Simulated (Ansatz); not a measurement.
Calculated with Ansatz (gas phase, PBE0-D4/def2-TZVP geometries, no zero-point term in ΔE). CBS: MP2 limit from def2 TZ/QZ plus the TZ coupled-cluster correction, frozen cores. Functionals use def2-TZVPP. One conformer a species, not always the lowest.

`CB(C)[SiH2]Cl` + `NC[NH][AlH2]` → `CB(N)[SiH2]Cl` + `CC[NH][AlH2]`  (redistribution)

```tsv
species	ωB97M-V energy (Eh)
`CB(C)[SiH2]Cl`	-855.56345
`NC[NH][AlH2]`	-394.24266
`CB(N)[SiH2]Cl`	-871.67547
`CC[NH][AlH2]`	-378.18926
```

Question: Work out ΔE.

Answer: ΔE = (-871.67547) + (-378.18926) − (-855.56345) − (-394.24266) = -0.05862 Eh = -1.60 eV. CCSD(T)/CBS gives -1.61 eV.

Largest T1 diagnostic among the species: 0.011.

In def2-TZVPP, CCSD(T) changes the Hartree–Fock value by −0.04 eV (the triples alone add −0.01 eV) and MP2 by −0.08 eV.
